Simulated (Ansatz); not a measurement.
Problem. Name a neutral molecule of Al, C, O, Si and H with HOMO–LUMO gap (PBE/def2-TZVPP) between 3.95 and 4.25 eV and LUMO energy (PBE/def2-TZVPP) between -2.45 and -2.15 eV (Ansatz, PBE0-D4/def2-TZVP geometry).

Solution. `[SiH3]C[O][AlH][SiH3]` (4.08 eV, -2.27 eV). Other molecules can fit too; these were computed, each in one conformer that needn't be the lowest.
